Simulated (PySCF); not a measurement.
# NMR data sheet: C₆H₁₂ClFO

| Item | Value |
| --- | --- |
| Formula | C6H12ClFO |
| SMILES | CC(C)O[C@@H](C)[C@H](F)Cl |
| InChI | InChI=1S/C6H12ClFO/c1-4(2)9-5(3)6(7)8/h4-6H,1-3H3/t5-,6-/m0/s1 |
| Point group of the computed structure | C1 |
| Degrees of unsaturation | 0 |
| Carbon signals | 6 |
| Proton signals | 6 |

Atoms are numbered as in `[CH3:1][CH:2]([CH3:3])[O:4][C@@H:5]([CH3:6])[C@H:7]([F:8])[Cl:9]` (H(Xn): hydrogen on atom n).

No relativistic terms, one conformer, no solvent model, one averaged value for each set of equivalent atoms. σ from GIAO-PBE0/pcSseg-1; GFN2-xTB geometry; PySCF 2.14.

References, each an isolated molecule treated in the same way: ¹H (31.72 ppm), ¹³C (186.93 ppm) vs TMS; ¹⁹F (170.95 ppm) vs CFCl3; H2O for ¹⁷O (336.08 ppm).

| carbon | δC, type | δH (multiplicity) | HMBC from (2–3 bonds) | span of the C tensor (ppm) |
| --- | --- | --- | --- | --- |
| C1 | 25.3, CH3 | 1.22 (d) | H(C2), H(C3) | 44 |
| C2 | 78.1, CH | 3.97 (m) | H(C5), H(C1), H(C3) | 80 |
| C3 | 23.4, CH3 | 1.10 (d) | H(C2), H(C1) | 42 |
| C5 | 82.0, CH | 3.31 (m) | H(C7), H(C2), H(C6) | 54 |
| C6 | 21.4, CH3 | 1.27 (d) | H(C7), H(C5) | 35 |
| C7 | 115.4, CH | 5.80 (m) | H(C5), H(C6) | 70 |

Other nuclei:
```tsv
atoms	nucleus	environment	δ (ppm)	σ (ppm)
F8	¹⁹F	fluorine on an sp3 carbon	-163.4	334.3
O4	¹⁷O	ether oxygen	84.5	251.6
```

1. Carbon types of the structure: 3 × CH, 3 × CH3, which accounts for all hydrogens.
2. δC 115.4: sp3 CH bonded to Cl and F; 2 electronegative neighbours deshield it.
3. δC 82.0, 78.1: sp3 CH bonded to O; deshielded by the electronegative neighbour.
4. δC 25.3, 23.4, 21.4: methyl carbon; saturated and bonded to C and H only.
5. δH 5.80: hydrogen on an sp3 CH bonded to Cl and F; its carbon carries Cl and F, which withdraws density.
6. δH 3.97, 3.31: hydrogen on an sp3 CH bonded to O; its carbon carries O, an electronegative neighbour.

Carbons that carry Cl, above all several Cl atoms, come out too deshielded, partly because spin–orbit coupling is missing. Splittings by ¹⁹F in the carbon and heteronuclear signals aren't shown, as no couplings were computed. Shifts are as computed. Against solution values, carbons near 30 ppm lie about +3 ppm off and those near 130 ppm about +5 ppm; carbons on Cl a further +6 ppm. Of 1309 compounds with measured shifts, 239 miss one by over three times the rms of a fit or turn the order of signals round; such compounds aren't used in these exercises. Unscaled 19F shifts against computed CFCl3 carry errors that often reach 10 to 50 ppm. Experimental scales use liquid or dissolved standards, which lie at an offset from isolated H2O (liquid H2O: subtract about 36 ppm). Multiplicities follow the n + 1 count of equivalent neighbours, as no J values were calculated; m marks all less simple cases, F and P coupling included.
